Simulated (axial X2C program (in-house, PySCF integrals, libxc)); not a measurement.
Ionising NiB

Computed with an axial X2C code built on PySCF integrals, spin-free (one-electron X2C) or two-component (2c: spin–orbit coupling with atomic mean-field Coulomb and Gaunt terms, which also bring small scalar terms), in Dyall basis sets with cores contracted in-house; open shells are unrestricted.

Basis sets: B dyall-v3z, Ni dyall-cv3z. Frozen shells (counts by l): NiB Ni 3s2p, B 1s, 13 electrons correlated; NiB⁺ Ni 3s2p, B 1s, 12 electrons correlated. Where the outer core of a metal is frozen, bonds come out longer and ionisation energies lower.

```tsv
Hamiltonian	level	NiB state	Re (Å)	ωe (cm⁻¹)	De (eV)
spin-free	HF	M_S = 1/2, Λ = 2	2.085	416.2	-1.37
spin-free	PBE0	M_S = 1/2, Λ = 2	1.884	580.6	2.35
spin-free	MP2	M_S = 1/2, Λ = 2	1.776	670.7	2.70
2c	HF	Ω = 5/2	2.085	416.0	-1.41
2c	PBE0	Ω = 5/2	1.884	580.3	n/a
2c	MP2	Ω = 5/2	1.776	671.8	n/a
```

Adiabatic ionisation energy (minimum to minimum, no zero-point term) and constants of NiB⁺:

```
Hamiltonian  level      NiB⁺ state  IE (eV)  Re (Å)  ωe (cm⁻¹)  De (eV)  fragments
  spin-free     HF  M_S = 1, Λ = 2     5.45   2.154      326.9     1.24    Ni+ + B
  spin-free   PBE0  M_S = 1, Λ = 2     7.42   1.867      581.3     2.74    Ni+ + B
  spin-free    MP2  M_S = 1, Λ = 2     7.38   1.807      639.9     2.64    Ni+ + B
         2c     HF           Ω = 3     5.45   2.154      326.7      n/a    Ni+ + B
         2c   PBE0           Ω = 3     7.42   1.867      581.1      n/a    Ni+ + B
         2c    MP2           Ω = 3     7.38   1.807      639.5      n/a    Ni+ + B
```

Q: Add the zero-point terms to the ionisation energy at MP2, 2c, and say whether the electron removed was bonding.

A: IE0 = IE + (ωe⁺ − ωe)/2 = 7.38 + (-0.002) = 7.38 eV. Re changes by 0.031 Å, so the bond lengthens, as on loss of a bonding electron.

Each entry is the lowest single determinant of a limited PBE0 search at one distance. De goes to single-determinant-based atoms at the same level (for ions the charge split of lowest energy) and is withheld (n/a) where an atom does not fit its ground term or J level. Main or longest-lived isotopes. One determinant is a doubtful description, or other states lie close, for NiB⁺; these need not be ground states, and all values refer to the states named. With several unpaired electrons the Ω given is that of one determinant, not necessarily of the lowest component. Some light 2c atoms are not at their ground J level, so De misses part of their lowering (0.04 eV or less). The functionals have no current term, which raises determinants with orbital currents.
